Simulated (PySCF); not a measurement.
**Dipole moment and polarisability of `O=c1cc1CC(F)(F)F`**

Species: C₅H₃F₃O.
Structure used (GFN2-xTB), in Å, numbered top down from 1:
```
atom  x, y, z in Å
O1     3.053   -1.181   -0.844
C2     2.125   -0.780   -0.220
C3     1.473   -0.404    0.995
C4     0.772   -0.297   -0.156
C5    -0.518    0.083   -0.758
C6    -1.509    0.563    0.295
F7    -1.061    1.636    0.960
F8    -1.768   -0.378    1.212
F9    -2.683    0.907   -0.252
H10    1.440   -0.264    2.052
H11   -0.954   -0.772   -1.282
H12   -0.369    0.887   -1.485
```

Level: CAM-B3LYP/def2-SVPD (PySCF), static field, nuclei fixed, core orbitals frozen in the response. The polarisability tensor in these axes (au):

```
x   72.60 -9.91 -1.25
y   -9.91 48.60  2.29
z   -1.25  2.29 60.09
```

**Question.** Diagonalise the tensor; give its mean and Δα, where Δα² is half the sum of the squared differences of the eigenvalues.

**Answer.** Principal values 44.84, 60.05 and 76.39 au; mean 60.43 au = 8.95 Å³ = 9.96 × 10⁻⁴⁰ C²·m²/J; Δα = 27.33 au (45 % of the mean).

**Question.** What is the dipole moment, and where does it point?

**Answer.** (-2.22, 0.84, 0.51) D, 2.43 D in size, pointing from the negative to the positive side. Measured along this direction, the outermost atoms are O1 at the negative end and F9 at the positive end.

**Question.** Give the principal axes and the span of the nuclei along them.

**Answer.** Largest value along (0.93, -0.34, -0.12), where the nuclei span 6.13 Å; middle along (0.15, 0.07, 0.99), 3.69 Å; least along (0.33, 0.94, -0.11), 2.15 Å. The response follows the extents in order.

**Question.** Orientational against electronic polarisability at 273 K (dilute gas, rigid molecules)?

**Answer.** In Gaussian units μ²/3kT = 52.16 Å³ against 8.95 Å³, a ratio of 5.83; the Debye molar polarisation (4π/3)N_A(α + μ²/3kT) is 154.2 cm³/mol, leaving out the vibrational part.

**Question.** Estimate the molar refractivity from the static electronic polarisability.

**Answer.** Lorentz–Lorenz: R = (4π/3)N_A α = 2.5225 cm³/(mol·Å³) × 8.95 Å³ = 22.6 cm³/mol, in the limit of long wavelengths.

**Question.** Rayleigh depolarisation ratio (linearly polarised light, static tensor)?

**Answer.** ρ = 3Δα²/(45ᾱ² + 4Δα²) = 2241.3/(164305 + 2988.4) = 0.0134.

**Question.** Form Σ f/ω² (atomic units) for the 8 lowest TDDFT singlets, given as eV and f, and set it beside the mean polarisability, which is this sum over all singlets: 4.58, 0.0006; 5.66, 0.0001; 6.60, 0.0013; 6.82, 0.0836; 7.71, 0.0000; 7.75, 0.0288; 8.00, 0.0089; 8.08, 0.0003.

**Answer.** They add up to 1.84 au, 3.0 % of the 60.43 au; the largest single term is 1.33 au, from the state at 6.82 eV. Terms in order: 0.02, 0.00, 0.02, 1.33, 0.00, 0.35, 0.10, 0.00 au. Higher excitations give the rest. The strengths listed sum to 0.124.

One conformer (not necessarily the lowest) at the GFN2-xTB geometry, without solvent, vibrations or thermal averaging.

These values come from a run that also computed excited states. Hardware: Arm Neoverse V2, one thread (shared host). Cost: 50 s of wall time, 0.95 GiB resident at most.
